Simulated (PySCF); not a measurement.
# NMR data sheet: C$_{8}$H$_{17}$P

* Formula: C8H17P
* SMILES: CP(C)C1CCCCC1
* InChI: InChI=1S/C8H17P/c1-9(2)8-6-4-3-5-7-8/h8H,3-7H2,1-2H3
* Point group of the computed structure: C1
* Carbon signals: 5
* Proton signals: 8

Atom-mapped SMILES (the numbers label the heavy atoms): `[CH3:1][P:2]([CH3:3])[CH:4]1[CH2:5][CH2:6][CH2:7][CH2:8][CH2:9]1`; H(Xn) means a hydrogen on atom n. Ha(C5), Ha(C6), Ha(C7), Ha(C8), Ha(C9) are cis to P2 on the ring; Hb(C5), Hb(C6), Hb(C7), Hb(C8), Hb(C9) are trans to P2 on the ring.

PySCF calculation with geometry from GFN2-xTB and PBE0/pcSseg-1 with gauge-including orbitals; single conformer, non-relativistic Hamiltonian, gas phase, averaged over atoms made equivalent by symmetry, fast rotation or ring inversion.

δ = σ(ref) − σ, references computed at the same level: 1H (σref 31.72) and 13C (σref 186.93) against TMS; H3PO4 for 31P (σref 318.38).

| carbon | δC, type | δH (multiplicity) | HMBC from (2–3 bonds) | span of the C tensor (ppm) |
| --- | --- | --- | --- | --- |
| C1/C3 | 16.6, CH3 | 0.98 (m) | H(C1)/H(C3), H(C4) | 29 |
| C4 | 51.2, CH | 0.65 (m) | Ha(C6)/Ha(C8), Hb(C5)/Hb(C9), Hb(C6)/Hb(C8), Ha(C5)/Ha(C9), H(C1)/H(C3) | 48 |
| C5/C9 | 33.1, CH2 | Hb(C5) 1.75 (m); Ha(C5) 1.01 (m) | Ha(C6)/Ha(C8), Hb(C7), Hb(C5)/Hb(C9), Hb(C6)/Hb(C8), Ha(C7), Ha(C5)/Ha(C9), H(C4) | 17 |
| C6/C8 | 31.2, CH2 | Hb(C6) 1.22 (m); Ha(C6) 1.84 (m) | Ha(C6)/Ha(C8), Hb(C7), Hb(C5)/Hb(C9), Hb(C6)/Hb(C8), Ha(C7), Ha(C5)/Ha(C9), H(C4) | 9 |
| C7 | 30.5, CH2 | Hb(C7) 1.76 (m); Ha(C7) 1.21 (m) | Ha(C6)/Ha(C8), Hb(C5)/Hb(C9), Hb(C6)/Hb(C8), Ha(C5)/Ha(C9) | 8 |

Other nuclei:
```json
{"atoms": "P2", "nucleus": "31P", "environment": "phosphorus bonded to 3 C", "δ (ppm)": "-61.6", "σ (ppm)": "380.0"}
```

1. δC 51.2: sp3 CH bonded to P.
2. δC 33.1, 31.2, 30.5: sp3 CH2 in a ring; saturated and bonded to C and H only.
3. δC 16.6: methyl carbon bonded to P.
4. δH 1.84, 1.76, 1.75, 1.22, 1.21, 1.01: hydrogen on an sp3 CH2 in a ring.
5. δH 0.98: hydrogen on a methyl carbon bonded to P.

Splittings by 31P in the carbon and heteronuclear signals aren't shown, as no couplings were computed. Shifts are as computed. Against solution values, carbons near 30 ppm lie about +3 ppm off and those near 130 ppm about +5 ppm. Of 1211 compounds with measured shifts, 218 miss one by over three times the rms of a fit or turn the order of signals round; such compounds aren't used in these exercises. Experimental scales use liquid or dissolved standards, which lie at an offset from isolated H3PO4. No couplings were computed; multiplicities are counted from neighbouring protons, with m where these are inequivalent, close in shift, in a saturated or five-membered ring or joined by F or P, and br s for small geminal =CH2 splittings.
